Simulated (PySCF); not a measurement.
Levels of Si+ from EOM-EA-GCCSD

Reference: closed-shell Si(2+), [Ne] 3s2; one electron is added. Calculated with PySCF 2.14, two-component X2C-1e with screened spin-orbit coupling, an uncontracted even-tempered set (21 s from 0.0095 bohr⁻², ratio 2.6; 15 p from 0.012 bohr⁻², ratio 2.6; 9 d from 0.013 bohr⁻², ratio 2.8; 5 f from 0.71 bohr⁻², ratio 2.8); frozen 1s2; the 50 highest virtual spinors dropped; of the others 74 kept and the rest restored at second order. No Breit or QED terms. Binding energies in eV.

| level | Koopmans | second order | EOM-CCSD | NIST |
| --- | --- | --- | --- | --- |
| 3p1/2 | 15.509 | 16.343 | 16.296 | 16.346 |
| 3p3/2 | 15.471 | 16.303 | 16.258 | 16.310 |
| 4s1/2 | 7.859 | 8.188 | 8.195 | 8.225 |

Electric-dipole lines between these computed levels:

```csv
lower,upper,ΔE (eV),vacuum wavelength (nm)
3p1/2,4s1/2,8.101,153.1
3p3/2,4s1/2,8.063,153.8
```

Quantum defects δ = n − Z_c √(13.6057 eV / E) with Z_c = 2: 3p1/2 1.173, 3p3/2 1.170, 4s1/2 1.423.

Only part of the computed levels is shown.

The screened spin-orbit operator tends to give fine-structure splittings of light species too large.

The highest levels are limited by the diffuse functions of the basis.
